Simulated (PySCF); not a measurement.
From one molecule to another.

First species: SbH2(tBu), C₄H₁₁Sb.
Z-matrix (Å and degrees, PBE0-D3(BJ)/def2-SVP geometry), rows numbered from 1:
```
Sb
H   1  1.7198
H   1  1.7192  2   91.19
C   1  2.2214  2   93.45  3    93.69
C   4  1.5256  1  107.20  2  -167.27
C   4  1.5257  1  107.19  2    74.18
C   4  1.5230  1  110.95  2   -46.55
H   5  1.1055  4  109.96  1  -178.36
H   5  1.1017  4  112.17  1   -59.10
H   5  1.1018  4  112.01  1    62.57
H   6  1.1018  4  112.16  1    58.87
H   6  1.1017  4  111.98  1   -62.76
H   6  1.1055  4  109.93  1   178.13
H   7  1.1005  4  111.98  1    59.54
H   7  1.1006  4  111.91  1   -61.68
H   7  1.1065  4  109.82  1   178.93
```

Second species: C7H5FO.
Numbering: `[O:1]=[C:2]([F:3])[c:4]1[cH:5][cH:6][cH:7][cH:8][cH:9]1` (hydrogens: H10 on C5; H11 on C6; H12 on C7; H13 on C8; H14 on C9)

Levels: B3LYP/def2-SVPD for dipole moment, HOMO energy, LUMO energy, HOMO–LUMO gap and static isotropic polarisability; TDDFT B3LYP/def2-SVPD for lowest singlet excitation; PBE0-D3(BJ)/def2-SVP for rotational constant A and rotational constant C. Geometries: PBE0-D3(BJ)/def2-SVP. Each species is one conformer at its optimised geometry, gas phase (atoms past krypton carry core potentials, spin–orbit coupling is left out). Electronic properties by PySCF.

The conformers computed, where there is a choice (atom-mapped SMILES and torsion angles):
- `[O:1]=[C:2]([F:3])[c:4]1[cH:5][cH:6][cH:7][cH:8][cH:9]1`: O1–C2–C4–C5 179°

| property | column X | column Y |
| --- | --- | --- |
| dipole moment | 0.93 D | 4.00 D |
| HOMO energy | -6.54 eV | -7.78 eV |
| LUMO energy | -0.57 eV | -2.21 eV |
| HOMO–LUMO gap | 5.97 eV | 5.57 eV |
| lowest singlet excitation | 5.33 eV | 4.83 eV |
| static isotropic polarisability | 98.0 au | 84.2 au |
| rotational constant A | 4.334 GHz | 3.847 GHz |
| rotational constant C | 1.512 GHz | 0.925 GHz |

Task: Which column belongs to which species?

Result: Column X is the first species and column Y the second. The first has 16 atoms and 86 electrons, the second 14 and 64.

Task: How does each property change from the first species to the second?

Result: dipole moment +3.07 D; HOMO energy -1.24 eV; LUMO energy -1.64 eV; HOMO–LUMO gap -0.40 eV; lowest singlet excitation -0.50 eV; static isotropic polarisability -13.8 au; rotational constant A -0.487 GHz; rotational constant C -0.587 GHz.

On the first: In atomic units the dipole is 0.37 e·bohr (1 au = 2.5417 D). No computed singlet falls in the visible range (750 to 380 nm, 1.65 to 3.26 eV); S1 lies 2.07 eV above its blue end. Atoms past krypton carry effective core potentials; spin–orbit coupling is left out.

On the second: No computed singlet falls in the visible range (750 to 380 nm, 1.65 to 3.26 eV); S1 lies 1.57 eV above its blue end. In wavenumbers S1 is 39000 cm⁻¹ (1 eV = 8065.54 cm⁻¹).
